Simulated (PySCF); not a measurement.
# C₆ coefficients of unlike pairs at PBE

Calculated with PySCF 2.14 from the dipole response of each species, C₆(A,B) = (3/π) ∫ α_A(iu) α_B(iu) du, in atomic units, from isotropic polarisabilities. For ions this is the dispersion term alone; charge-induced terms of lower order in 1/R come first.

| species | configuration | basis | relativity | α (bohr³) | C₆ (like pair) |
| --- | --- | --- | --- | --- | --- |
| As²⁺ | [Ar] 3d10 4s2 4p1 (2P) | dyall-av3z (24s17p11d2f) | spin-free X2C | 10.10 | 43.06 |
| Kr⁺ | [Ar] 3d10 4s2 4p5 (2P) | def2-QZVPPD (12s8p5d4f1g) | none | 11.05 | 68.59 |
| Tl | [Xe] 4f14 5d10 6s2 6p1 (2P) | aug-cc-pVTZ-DK3 (9s8p6d3f) | spin-free X2C | 86.09 | 891.6 |
| Be²⁺ | 1s2 (1S) | x2c-QZVPPall with one added diffuse shell each of s, p type (8s5p2d1f) | spin-free X2C | 0.05428 | 0.01114 |

(1) Estimate C₆ for Be²⁺ with Tl.

No spin-orbit coupling is included.

The other pairs:

```
      pair      C₆
  Tl, As²⁺   177.4
   Tl, Kr⁺   212.0
Be²⁺, As²⁺  0.4409
 Kr⁺, As²⁺   53.82
 Be²⁺, Kr⁺  0.6205
```

Answers

(1) The integral gives 1.491. The combination rule 2 C_A C_B / (C_A α_B/α_A + C_B α_A/α_B) gives 1.090 and the geometric mean 3.152.
